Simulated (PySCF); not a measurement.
Species: C₄H₂N₄S.
Atom-mapped SMILES: `[cH:1]1[cH:2][n:3][c:4]2[n:5][s:6][n:7][c:8]2[n:9]1` (hydrogens: H10 on C1; H11 on C2)

Theory: PBE0-D3(BJ)/def2-SVP geometry optimisation, gas phase (PySCF 2.14.0).

Q: List the bond lengths and angles at this level.

A: 
```csv
bond,length (Å)
C1–C2,1.439
"N3–C4, C8–N9",1.353
"C4–N5, N7–C8",1.331
"N5–S6, S6–N7",1.623
"C1–N9, C2–N3",1.304
C4–C8,1.448
"C1–H10, C2–H11",1.097
```

Bonds in one row agree within 0.01 Å and their mean is given. A selection of angles:
```csv
angle,degrees
C2–C1–N9,123.7
C2–N3–C4,114.2
N3–C4–N5,124.5
N3–C4–C8,122.1
N5–C4–C8,113.5
C4–N5–S6,105.9
N5–S6–N7,101.2
```

The 5-membered ring C4–N5–S6–N7–C8 has internal angles of 101.2° to 113.5°; it is planar, 0.00 Å rms from its mean plane, widest ring torsion 0°. The 9 heavy atoms lie in one plane (0.000 Å rms). The C–N distances run from 1.304 Å (C2–N3, aromatic) to 1.353 Å (N3–C4, aromatic), a spread of 0.049 Å. The 6-membered ring C1–C2–N3–C4–C8–N9 has internal angles of 114.2° to 123.7° (sum 720°, against 720° for a flat polygon); it is planar, 0.00 Å rms from its mean plane, widest ring torsion 0°.

Point group: C2v (every atom within 0.08 Å of its image). No PBE0-D3(BJ)/def2-SVP frequencies stand behind this structure, so it isn't proved a minimum.
